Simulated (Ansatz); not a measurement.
Stepwise reaction of digermane with hydrogen chloride, as a gas-phase model of exchange steps in deposition or etching. ΔE in kJ/mol; ΔG adds harmonic PBE0-D4 terms to CCSD(T)/CBS, at 1 bar.

Program: Ansatz. Geometries: PBE0-D4/def2-TZVP. ΔE: electronic, gas phase. CBS: MP2 limit from def2 TZ/QZ plus the TZ coupled-cluster correction, frozen cores. This one scheme is used for every species. DFT in def2-TZVPP. B3LYP here is the variant with VWN-RPA as its local correlation; programs differ in this. For Ge outer-core shells are correlated without core-valence functions, which leaves a few kJ/mol of doubt a bond. Scalar relativity is left out up to krypton.

```
step                                                 reaction  PBE-D4  B3LYP-D4  ωB97M-V  CCSD(T)/CBS  ΔG(400 K)
   2  `[Cl][GeH2][GeH3]` + HCl → `[Cl][GeH]([Cl])[GeH3]` + H₂   -60.3     -60.5    -57.6        -56.2      -51.6
```

(1) Give the row of step 1, `[GeH3][GeH3]` + HCl → `[Cl][GeH2][GeH3]` + H₂. (Best estimate.)

(2) By hand: ΔE of the 2 steps together at CCSD(T)/CBS.

Answers

(1) Ansatz gave: 
| step | reaction | PBE-D4 | B3LYP-D4 | ωB97M-V | CCSD(T)/CBS | ΔG(400 K) |
| --- | --- | --- | --- | --- | --- | --- |
| 1 | `[GeH3][GeH3]` + HCl → `[Cl][GeH2][GeH3]` + H₂ | -51.6 | -53.1 | -51.0 | -49.6 | -51.1 |

(2) (-49.6) + (-56.2) = -105.8 kJ/mol, or -52.9 kJ/mol a step.

In ΔE each step is lower than the one before. All are downhill at CCSD(T)/CBS. ΔG lies between -51.6 and -51.1 kJ/mol a step. PBE-D4 differs from CCSD(T)/CBS by -4.1 to -2.0 kJ/mol a step. Isolated molecules leave out the surface, adducts and barriers. Largest T1 diagnostic: 0.012.
